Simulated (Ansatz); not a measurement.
This geometry of ClH + F4Ge (7 atoms, charge 0, multiplicity 1) is a first-order saddle point.

The calculation used RKS B3LYP-D4/def2-SVP (Ansatz).

```xyz
7
Properties=species:S:1:pos:R:3
Ge -0.351 0.399 -0.130
F 0.200 -1.382 -0.611
F -1.407 0.365 -1.485
F -1.440 0.374 1.191
F 0.480 1.862 -0.467
H 1.001 -1.322 0.220
Cl 1.517 -0.296 1.282
```

Task: Which two structures does it join? (They come from a converged band through this point; their orientation in space is the band's.)

Result: Bonds broken: Ge1–F2, H6–Cl7. Bonds formed: Ge1–Cl7, F2–H6. ClH + F4Ge becomes ClF3Ge + FH.

Initial state:

```xyz
7
Properties=species:S:1:pos:R:3
Ge -0.686 0.423 -0.432
F -0.004 -1.097 -0.838
F -1.928 0.727 -1.564
F -1.384 0.375 1.121
F 0.474 1.662 -0.573
H 1.667 -1.497 0.692
Cl 1.862 -0.592 1.594
```

Final state:

```xyz
7
Properties=species:S:1:pos:R:3
Ge -0.179 0.758 -0.043
F -0.162 -1.942 -0.079
F -0.552 0.308 -1.649
F -1.378 0.266 1.071
F -0.246 2.474 -0.036
H 0.717 -2.089 0.185
Cl 1.802 0.224 0.551
```

Task: How far does it lie above each of them?

Result: 0.88 eV above the first and 0.94 eV above the second. This is the barrier of this one path; another mechanism may lie lower. The orbitals stay closed-shell, which can raise the energy where a bond breaks towards radicals; this wasn't checked here.

The run took 5.3 min on 2 threads of Arm Neoverse V1, on a shared host, peak memory 0.29 GiB.
